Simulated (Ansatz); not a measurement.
```yaml
crystal:
  periodic: [false, false, false]
  atoms:
    - {symbol: C, position_ang: [5.214601, 1.794915, 2.438225]}
    - {symbol: C, position_ang: [4.908286, 0.783397, 1.823204]}
    - {symbol: C, position_ang: [4.526714, -0.405942, 1.066974]}
    - {symbol: C, position_ang: [3.491187, -0.132448, -0.041186]}
    - {symbol: C, position_ang: [3.134592, -1.391149, -0.832969]}
    - {symbol: C, position_ang: [2.099965, -1.160868, -1.953184]}
    - {symbol: C, position_ang: [0.736080, -0.754058, -1.444489]}
    - {symbol: C, position_ang: [-0.181445, -1.722421, -0.988201]}
    - {symbol: C, position_ang: [-1.430618, -1.355909, -0.475432]}
    - {symbol: C, position_ang: [-1.816306, 0.001233, -0.393500]}
    - {symbol: C, position_ang: [-3.141209, 0.392980, 0.147529]}
    - {symbol: C, position_ang: [-4.286812, -0.404010, -0.080447]}
    - {symbol: C, position_ang: [-5.537771, -0.032095, 0.429913]}
    - {symbol: C, position_ang: [-5.673160, 1.145126, 1.183173]}
    - {symbol: C, position_ang: [-4.545036, 1.947691, 1.418621]}
    - {symbol: C, position_ang: [-3.294854, 1.576241, 0.906437]}
    - {symbol: C, position_ang: [-0.897005, 0.971061, -0.851165]}
    - {symbol: C, position_ang: [0.350934, 0.599241, -1.365717]}
    - {symbol: H, position_ang: [5.488895, 2.684293, 2.987236]}
    - {symbol: H, position_ang: [4.124362, -1.172136, 1.767607]}
    - {symbol: H, position_ang: [5.439361, -0.861860, 0.620223]}
    - {symbol: H, position_ang: [2.578774, 0.304483, 0.416410]}
    - {symbol: H, position_ang: [3.892494, 0.644670, -0.727572]}
    - {symbol: H, position_ang: [4.058484, -1.816635, -1.283846]}
    - {symbol: H, position_ang: [2.747592, -2.169010, -0.137218]}
    - {symbol: H, position_ang: [2.484435, -0.384229, -2.648574]}
    - {symbol: H, position_ang: [2.006209, -2.095377, -2.545332]}
    - {symbol: H, position_ang: [0.093152, -2.789078, -1.032086]}
    - {symbol: H, position_ang: [-2.115216, -2.135158, -0.107383]}
    - {symbol: H, position_ang: [-4.197602, -1.314643, -0.692361]}
    - {symbol: H, position_ang: [-6.417141, -0.664749, 0.232114]}
    - {symbol: H, position_ang: [-6.655577, 1.437189, 1.584245]}
    - {symbol: H, position_ang: [-4.637380, 2.868787, 2.014800]}
    - {symbol: H, position_ang: [-2.411843, 2.197431, 1.121105]}
    - {symbol: H, position_ang: [-1.177777, 2.034891, -0.828896]}
    - {symbol: H, position_ang: [1.040646, 1.378157, -1.728230]}
basis:
  gaussian: {orbitals: "6-31G*"}
hamiltonian: {xc: {name: r2SCAN0}, dispersion: d4}
scf: {omitted_lower_state_checks: [starts]}
```

```sh
$ ansatz run in.yaml --threads 2 --pin off --events-out ev --progress --plain --max-ram 32768MiB --backend cuda --devices 0, --max-vram 18GiB
```

It prints (some lines left out):

```
Functional definition: r2SCAN0
3924 factors; their error is unknown
mean field evaluation 1: about -18932.6527 eV, gradient 6.9e1 eV
mean field evaluation 2: about -18935.9637 eV, gradient 5.9e1 eV
mean field evaluation 4: about -18944.6230 eV, gradient 5.2e0 eV
mean field evaluation 8: about -18944.7092 eV, gradient 1.5e-1 eV
mean field evaluation 16: about -18944.5104 eV, gradient 4.6e-3 eV
mean field -18944.51041191 eV, -696.1979165873 hartree, gradient 3.2e-5 eV, S^2 0.000000; 0 other end points of the search recorded, 0 dependent functions left out
reference -18944.51042325 eV, -696.1979170042 hartree; 63, 63 occupied and 243, 243 virtual orbitals, 3924 factors
Total energy: -18944.89311715 eV, -696.2119807454 hartree
Checks for a lower state left out: starts
```

It took 4.3 s on 2 threads of AMD EPYC 7R13 on a shared host and a share (18 GiB) of an NVIDIA H100 80GB HBM3, peak host memory 1.1 GiB.

The 6-31G sets use Cartesian d functions.
